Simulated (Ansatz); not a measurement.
Ideal-gas functions of `CO[Si](F)(F)F` at 400 K and 1 bar, from an Ansatz frequency run at PBE0-D4/def2-TZVP.

Molar mass 116.11 g/mol, point group Cs (symmetry number 1), electronic degeneracy 1, moments of inertia 126.871, 224.243, 226.853 u Å². Harmonic wavenumbers (cm⁻¹, unscaled): 49, 76, 134, 268, 268, 367, 383, 416, 736, 939, 988, 1016, 1173, 1186, 1234, 1488, 1497, 1502, 3045, 3118, 3149.

Use S(trans) = R[1.5 ln M + 2.5 ln T − 1.1517]; rotational temperatures θ = 24.2544 K / I; S(rot) = R[ln(√π/σ · √(T³/θAθBθC)) + 1.5]; for each mode x = 1.438777 ν̃/T, S = R[x/(eˣ − 1) − ln(1 − e⁻ˣ)] and H = RT x/(eˣ − 1); 1 cm⁻¹ = 0.0119627 kJ/mol; R = 8.31446 J/(mol·K).

Question: By hand: the entropy, in J/(mol·K).

Answer: Translation 174.3. Rotation: θ = 0.1912, 0.1082, 0.1069 K, giving 117.4. Vibration, mode by mode: 22.76, 19.12, 14.46, 8.93, 8.93, 6.58, 6.28, 5.70, 2.29, 1.28, 1.11, 1.03, 0.65, 0.62, 0.54, 0.25, 0.24, 0.24, 0.00, 0.00, 0.00, in all 101.0. Electronic 0.0. Sum 392.7 J/(mol·K).

Question: By hand: H − E and G − E in kJ/mol, counted from the electronic energy.

Answer: Zero-point energy ½ × 23032 × 0.0119627 = 137.8; thermal vibration 19.6; translation, rotation and pV give 4 RT = 13.3. H − E = 170.7 kJ/mol, and G − E = 170.7 − 400 × 392.7/1000 = 13.6 kJ/mol.

Vibration gives 26 % of the entropy, 56.3 J/(mol·K) of it from the modes under 150 cm⁻¹: soft modes count most, and the harmonic formula is weakest for them. The sum counts one conformer and one mirror image; others add a mixing term.
